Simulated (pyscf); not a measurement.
Optimised with ωB97X-D3(BJ)/def2-SVP in PySCF.

What is the homolytic dissociation enthalpy (298 K, ωB97M-D3(BJ)/def2-TZVP) of the Ge–Sn bond of `[SnH3][GeH2][SnH3]`, to SnH₃• + •H₂Ge–SnH₃?

Ge–Sn to SnH₃• + •H₂Ge–SnH₃: 250.4 kJ/mol. The 7 functionals that were run give +223.2 (M06-2X) to +293.4 kJ/mol (ωB97X-D3(BJ)). •H₂Ge–SnH₃ lies 34.7 kJ/mol over its isomer H₃Ge–SnH₂•, and others may lie lower still (electronic energy, ωB97M-D3(BJ)). Elements up to Kr have no core potential and no relativistic terms here. Elements past Kr carry the def2 core potentials, without spin-orbit coupling.
